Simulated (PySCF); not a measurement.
Excitations are Tamm–Dancoff values on a coarser integration grid. The basis has no diffuse functions, so Rydberg states are missing or too high.

Z-matrix (Å, degrees):
```
Ga
S 1 2.1929
H 2 1.3437 1 93.38
S 1 2.1954 2 117.28 3 -179.90
H 4 1.3429 1 93.96 2 -179.92
S 1 2.1984 2 119.22 3 0.10
H 6 1.3430 1 94.37 2 -179.87
```
Charge 0, spin multiplicity 1.

Question: Estimate the T1 excitation (TDA), S1 excitation (TDA) and brightest of the four lowest singlets (TDA) that PySCF 2.14.0 with M06-2X/def2-TZVP // PBE0-D3(BJ)/def2-TZVP returns for this input.

Answer: 
The T1 excitation (TDA) is 5.34 eV and the S1 excitation (TDA) is 5.59 eV. The brightest of the four lowest singlets (TDA) is 6.07 eV.
